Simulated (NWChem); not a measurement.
System meant: AlAsH4O2; SMILES [OH][Al]([OH])[AsH2]

The following NWChem deck was run.

```
start job
memory heap 200 mb stack 900 mb global 1100 mb
geometry units angstroms noautosym nocenter noautoz
  Al    -0.023232     0.927990    -0.006662
  As    -0.127381    -1.478582     0.016082
  H      0.913218    -1.549713    -1.098058
  H     -1.291540    -1.453319    -0.970446
  O     -1.484815     1.789658     0.111665
  H     -1.630073     2.734725     0.161683
  O      1.512318     1.657519    -0.055278
  H      1.745008     2.585752    -0.024610
end
basis spherical
  * library def2-svp
end
dft
  xc m06-2x
  iterations 150
end
property
  shielding 5 1 2 3 5 6
end
task dft property
```

End of the output:

```
 Vector   36  Occ=0.000000D+00  E= 5.540780D-02
              MO Center= -1.1D-01, -1.0D+00, -1.2D-01, r^2= 4.4D+00
   Bfn.  Coefficient  Atom+Function         Bfn.  Coefficient  Atom+Function
  ----- ------------  ---------------      ----- ------------  ---------------
    33      0.986666  2 As px                52     -0.809980  3 H  s
    57      0.812705  4 H  s                 11      0.359953  1 Al px
    82     -0.234833  7 O  s                 63      0.233487  5 O  s
    51     -0.221476  3 H  s                 56      0.222173  4 H  s
    30      0.207140  2 As px                27     -0.149016  2 As px

 center of mass
 --------------
 x =  -0.13695656 y =  -0.38728136 z =  -0.00026719

 moments of inertia (a.u.)
 ------------------
        1063.088502796031         -34.252991228642          14.984821659483
         -34.252991228642         296.684020979213         -11.771950682898
          14.984821659483         -11.771950682898        1342.201846495866

     Multipole analysis of the density
     ---------------------------------

     L   x y z        total         alpha         beta         nuclear
     -   - - -        -----         -----         ----         -------
     0   0 0 0     -0.000000    -33.000000    -33.000000     66.000000

     1   1 0 0      0.045681      4.320977      4.320977     -8.596273
     1   0 1 0      1.228308      7.071797      7.071797    -12.915285
     1   0 0 1     -0.146924      0.905638      0.905638     -1.958200

     2   2 0 0    -34.418637    -96.988602    -96.988602    159.558567
     2   1 1 0      0.326165     -9.204333     -9.204333     18.734832
     2   1 0 1      0.280468      3.919642      3.919642     -7.558816
     2   0 2 0    -25.253371   -279.778806   -279.778806    534.304240
     2   0 1 1      1.163797     -5.651834     -5.651834     12.467465
     2   0 0 2    -30.672220    -19.456321    -19.456321      8.240422

          -----------------------------------------
          Chemical Shielding Tensors (GIAO, in ppm)
          -----------------------------------------

 ------------------------------------------------------------------------
  xm06: d2 not coded                    0
 ------------------------------------------------------------------------
 ------------------------------------------------------------------------
  current input line :
    23: task dft property
 ------------------------------------------------------------------------
 ------------------------------------------------------------------------
 This error has not yet been assigned to a category
 ------------------------------------------------------------------------
 For more information see the NWChem manual at https://nwchemgit.github.io

0: xm06: d2 not coded:Received an Error in Communication
```

Can this run be used? If not, why, and what is the fix?

The run crashed. Cause: this functional's second derivatives, which shieldings need, aren't coded here; the fix takes a hybrid GGA instead. This input runs:
```
start job
memory heap 200 mb stack 900 mb global 1100 mb
geometry units angstroms noautosym nocenter noautoz
  Al    -0.023232     0.927990    -0.006662
  As    -0.127381    -1.478582     0.016082
  H      0.913218    -1.549713    -1.098058
  H     -1.291540    -1.453319    -0.970446
  O     -1.484815     1.789658     0.111665
  H     -1.630073     2.734725     0.161683
  O      1.512318     1.657519    -0.055278
  H      1.745008     2.585752    -0.024610
end
basis spherical
  Al library def2-svp
  As library def2-svp
  H library def2-svp
  O library def2-svp
end
dft
  xc pbe0
  iterations 150
end
property
  shielding 5 1 2 3 5 6
end
task dft property
```
It converges to -2630.26223 Ha (PBE0/def2-SVP, GIAO).
